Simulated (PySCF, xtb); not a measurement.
InHFCl, SMILES [F][InH][Cl].

Harmonic wavenumbers (cm⁻¹) from GFN2-xTB run with xtb at its own minimum, in rising order: 98, 313, 321, 361, 394, 1583.

Task: What does B3LYP-D3(BJ)/def2-TZVP run with PySCF give at its own minimum? (An estimate is asked for; the answer gives what the named calculation found.)

Result: 126, 355, 383, 428, 589, 1893. Paired by order, the mean absolute difference is 117 cm⁻¹ and the zero-point energies are 4.4 and 5.4 kcal/mol.
